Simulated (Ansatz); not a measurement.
Molecule: AgI (charge +1, doublet). The spin state was set by rule; other spins were not relaxed. 
Structure (B3LYP-D3(BJ)/def2-TZVP (Ansatz, a program for electronic structure) minimum search):
```xyz
2

Ag     0.0000     0.0000    -1.4338
I      0.0000     0.0000     1.2714
```
Charge +1, spin multiplicity 2.

Basis-set convergence of Hartree-Fock and CCSD correlation energies (hartree) with Ansatz. Cores are frozen in the correlated levels unless marked. UHF or UKS for open shells. Spin-orbit coupling is left out. Frozen are the shells of the preceding noble gas and the d and f shells that filled before the atom's block. In def2 rows, elements after Kr have scalar-relativistic effective core potentials.

| basis | functions | E(HF) | E(corr, CCSD) |
|---|---|---|---|
| def2-SVP | 57 | -442.51839 | -0.30624 |
| def2-TZVPP | 106 | -442.56215 | -0.47436 |
| def2-QZVPP | 170 | -442.56512 | -0.51890 |

Extrapolating the two largest sets (X = 3 and 4) as X^-3: E(corr) = (64·(-0.51890) - 27·(-0.47436))/37 = -0.5514 Eh, an estimate of the basis-set limit. The largest set recovers 94.1 % of it, the smallest 55.5 %.
